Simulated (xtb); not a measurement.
I2In, charge +1, singlet, from a rough starting geometry (GFN-xTB shapes and energies of metal compounds can be far from the true ones); GFN2-xTB in xtb 6.7.1.

Here is a job for xtb.
```
$ xtb mol.xyz --gfn 2 --chrg 1 --opt vtight --json

# file mol.xyz
3

In    -0.00712524    -0.01923187     0.01584154
I     -0.18421771     2.14519045    -1.72380290
I      0.19010083    -2.12739379     1.61359052
```

Question: Predict the main parts of the log of this xtb run.

Answer: 
```
   ID    Z sym.   atoms
    1   49 In     1
    2   53 I      2, 3

           -------------------------------------------------
          |                Calculation Setup                |
           -------------------------------------------------

           -------------------------------------------------
          |                 G F N 2 - x T B                 |
           -------------------------------------------------

          ...................................................
          :                      SETUP                      :
          :.................................................:
          :  # basis functions                  30          :
          :  # atomic orbitals                  27          :
          :  # shells                            9          :
          :  # electrons                        16          :
          :  max. iterations                   250          :
          :  Hamiltonian                  GFN2-xTB          :
          :  restarted?                      false          :
          :  GBSA solvation                  false          :
          :  PC potential                    false          :
          :  electronic temp.          300.0000000     K    :
          :  accuracy                    1.0000000          :
          :  -> integral cutoff          0.2500000E+02      :
          :  -> integral neglect         0.1000000E-07      :
          :  -> SCF convergence          0.1000000E-05 Eh   :
          :  -> wf. convergence          0.1000000E-03 e    :
          :  Broyden damping             0.4000000          :
          :  net charge                          1          :
          :  unpaired electrons                  0          :
          ...................................................

 iter      E             dE          RMSdq      gap      omega  full diag
   1     -8.4720105 -0.847201E+01  0.477E+01    1.64       0.0  T
   2     -8.4770656 -0.505513E-02  0.226E+01    1.48       1.0  T
   3     -8.3685654  0.108500E+00  0.183E+01    1.20       1.0  T
   4     -8.4853478 -0.116782E+00  0.101E+01    1.42       1.0  T
   5     -8.4853570 -0.918543E-05  0.101E+01    1.42       1.0  T
   6     -8.4868968 -0.153980E-02  0.826E-01    1.47       1.0  T
   7     -8.4869599 -0.631401E-04  0.280E-01    1.48       1.0  T
   8     -8.4869608 -0.925539E-06  0.147E-01    1.47       1.0  T
   9     -8.4869713 -0.105028E-04  0.381E-02    1.48       1.5  T
  10     -8.4869717 -0.354488E-06  0.187E-02    1.48       3.1  T
  11     -8.4869717 -0.439447E-08  0.298E-02    1.48       1.9  T
  12     -8.4869718 -0.137416E-06  0.489E-03    1.48      11.8  T
  13     -8.4869718 -0.465182E-08  0.282E-03    1.48      20.5  T
  14     -8.4869719 -0.936851E-09  0.561E-04    1.48     102.9  T
  15     -8.4869719 -0.716458E-10  0.224E-04    1.48     257.2  T

   *** convergence criteria satisfied after 15 iterations ***

         :::::::::::::::::::::::::::::::::::::::::::::::::::::
         ::                     SUMMARY                     ::
         :::::::::::::::::::::::::::::::::::::::::::::::::::::
         :: total energy              -8.474986736920 Eh    ::
         :: gradient norm              0.031334011614 Eh/a0 ::
         :: HOMO-LUMO gap              1.477078441083 eV    ::
         ::.................................................::
         :: SCC energy                -8.486972152175 Eh    ::
         :: -> isotropic ES            0.112591219169 Eh    ::
         :: -> anisotropic ES          0.001825136894 Eh    ::
         :: -> anisotropic XC          0.000418872938 Eh    ::
         :: -> dispersion             -0.002393068621 Eh    ::
         :: repulsion energy           0.011985415255 Eh    ::
         :: add. restraining           0.000000000000 Eh    ::
         :: total charge               1.000000000001 e     ::
         :::::::::::::::::::::::::::::::::::::::::::::::::::::

[...]
 * total energy  :    -8.4749867 Eh     change       -0.6199485E-12 Eh
 * total energy  :    -8.4487204 Eh     change        0.2626635E-01 Eh
 * total energy  :    -8.4734935 Eh     change       -0.2477308E-01 Eh
 * total energy  :    -8.4595117 Eh     change        0.1398177E-01 Eh
 * total energy  :    -8.4763879 Eh     change       -0.1687621E-01 Eh
 * total energy  :    -8.4765036 Eh     change       -0.1157350E-03 Eh
 * total energy  :    -8.4765498 Eh     change       -0.4614648E-04 Eh
 * total energy  :    -8.4765502 Eh     change       -0.4188565E-06 Eh
 * total energy  :    -8.4765503 Eh     change       -0.7706558E-07 Eh
   *** GEOMETRY OPTIMIZATION CONVERGED AFTER 9 ITERATIONS ***
         :: total energy              -8.476550283184 Eh    ::
[...]
         :::::::::::::::::::::::::::::::::::::::::::::::::::::

           -------------------------------------------------
          |                Property Printout                |
           -------------------------------------------------

    * Orbital Energies and Occupations

         #    Occupation            Energy/Eh            Energy/eV
      -------------------------------------------------------------
         1        2.0000           -0.9624689             -26.1901
         2        2.0000           -0.9622329             -26.1837
         3        2.0000           -0.7898168             -21.4920
         4        2.0000           -0.6701036             -18.2344
         5        2.0000           -0.6473202             -17.6145
         6        2.0000           -0.6473202             -17.6145
         7        2.0000           -0.6421518             -17.4738
         8        2.0000           -0.6421518             -17.4738 (HOMO)
         9                         -0.5856651             -15.9368 (LUMO)
        10                         -0.3918517             -10.6628
        11                         -0.3918517             -10.6628
        12                         -0.2810573              -7.6480
        13                         -0.2810573              -7.6480
        14                         -0.2579282              -7.0186
        15                         -0.2438337              -6.6351
        16                         -0.2438337              -6.6351
        17                         -0.2178161              -5.9271
        18                         -0.2178161              -5.9271
        19                         -0.1936618              -5.2698
       ...                                ...                  ...
        27                          1.2598387              34.2820
      -------------------------------------------------------------
                  HL-Gap            0.0564867 Eh            1.5371 eV
             Fermi-level           -0.6135932 Eh          -16.6967 eV

     #   Z          covCN         q      C6AA      α(0)
     1  49 In       1.695     0.520   353.822    42.062
     2  53 I        0.848     0.240   354.650    32.510
     3  53 I        0.848     0.240   354.650    32.510

 Mol. C6AA /au·bohr⁶  :       3161.964061
 Mol. C8AA /au·bohr⁸  :     344561.052114
 Mol. α(0) /au        :        107.081769

Wiberg/Mayer (AO) data.
largest (>0.10) Wiberg bond orders for each atom

 ---------------------------------------------------------------------------
     #   Z sym  total        # sym  WBO       # sym  WBO       # sym  WBO
 ---------------------------------------------------------------------------
     1  49 In   2.121 --     3 I    1.061     2 I    1.061
     2  53 I    1.061 --     1 In   1.061
     3  53 I    1.061 --     1 In   1.061
 ---------------------------------------------------------------------------

Topologies differ in total number of bonds
Writing topology from bond orders to xtbtopo.mol

molecular dipole:
                 x           y           z       tot (Debye)
 q only:       -0.001      -0.001      -0.059
   full:       -0.001      -0.001      -0.059       0.151
molecular quadrupole (traceless):
                xx          xy          yy          xz          yz          zz
 q only:       -6.239      -1.037       5.431       0.808      -9.160       0.808
  q+dip:       -1.879      -0.312       1.633       0.243      -2.757       0.246
   full:        0.637       0.106      -0.558      -0.083       0.938      -0.079

optimized geometry written to: xtbopt.xyz

           -------------------------------------------------
          | TOTAL ENERGY               -8.476550283184 Eh   |
          | GRADIENT NORM               0.000006989395 Eh/α |
          | HOMO-LUMO GAP               1.537080817728 eV   |
           -------------------------------------------------

normal termination of xtb
```
